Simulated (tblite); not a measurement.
HLiO, triplet, geometry from GFN2-xTB (such geometries of metal compounds can be far from the true shape) (a higher spin typed on purpose: for a closed-shell molecule this is an excited state); tblite with GFN1-xTB.

Here is a job for tblite.
```
$ tblite run mol.xyz --method gfn1 --charge 0 --spin 2 --efield 0,0,0.1 --json tblite.json --no-restart

# file mol.xyz
3

Li    -1.03425496    -0.89063491    -0.88776834
O      0.27603776     0.23786229     0.23944203
H      0.89446277     0.76900642     0.74776881
```

The log (banner, timings and long lists left out):

```
xTB calculator
 | screened Coulomb repulsion
 | Coulomb electrostatics
 |  * isotropic Klopman-Ohno-Mataga-Nishimoto electrostatics
 |  * onsite third-order electrostatics
 | DFT-D3(BJ) dispersion correction
 | Interactions (1)
 | [1] electric field

halogen bonding energy    0.0000000000000E+00 Eh
repulsion energy          1.8958033111140E-02 Eh
dispersion energy        -2.3059614569098E-04 Eh
interaction energy        0.0000000000000E+00 Eh
number of electrons       8.0000000000000E+00 e
integral cutoff           4.0000000000000E+01 bohr

------------------------------------------------------------
  cycle        total energy    energy error   density error
------------------------------------------------------------
      1     -5.328323319858  -5.3470508E+00   3.6273089E-01
      2     -5.339135656105  -1.0812336E-02   1.9190877E-01
      3     -5.341315752923  -2.1800968E-03   2.4389971E-02
      4     -5.341501794617  -1.8604169E-04   1.2539650E-02
      5     -5.341511471067  -9.6764502E-06   3.6103954E-04
      6     -5.341511490257  -1.9190469E-08   1.3244496E-04
      7     -5.341511489709   5.4872551E-10   7.7152076E-05
      8     -5.341511490297  -5.8795191E-10   6.4999528E-08
------------------------------------------------------------

electronic energy        -5.3602389272622E+00 Eh
total energy             -5.3415114902967E+00 Eh

Post processing:
 | Mayer-Wiberg bond orders

[Info] JSON dump of results written to 'tblite.json'
```
